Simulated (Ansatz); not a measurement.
CH5Al2N, SMILES `[AlH2][N]1[CH2][AlH]1`, relaxed with RKS PBE-D4/def2-SVP in Ansatz 0.2.0 from a rough embedded geometry. The force threshold is 0.03 eV/Å; the program also tests the step.

Total charge 0; spin multiplicity 1.

Start:

```xyz
9

Al   -0.295    1.573   -0.374
N     0.938    0.158   -0.228
C     0.586   -0.733    0.852
Al   -0.033   -1.427   -0.730
H     0.199    3.122   -0.222
H    -1.900    1.325   -0.393
H     1.456   -1.246    1.342
H    -0.213   -0.346    1.623
H    -0.739   -2.427   -1.870
```

Question: How much energy does the relaxation release, and in how many steps? (Estimate.)

Answer: The calculation gave: 1.15 eV, in 18 steps.

Question: Which bonds change most? (Best estimate.)

Answer: Computed: N2–Al4 from 1.926 to 1.792 Å; C3–Al4 from 1.836 to 1.930 Å; Al4–H9 from 1.672 to 1.583 Å; N2–C3 from 1.444 to 1.532 Å.

Question: Give the relaxed structure. (Best estimate.)

Answer: The calculation gave: 
```xyz
9

Al   -0.420    1.782   -0.193
N    -0.002    0.034   -0.203
C     0.222   -0.985    0.918
Al    0.383   -1.565   -0.915
H    -0.562    2.496   -1.619
H    -0.631    2.552    1.198
H     1.103   -0.788    1.565
H    -0.669   -1.205    1.542
H     0.575   -2.321   -2.293
```
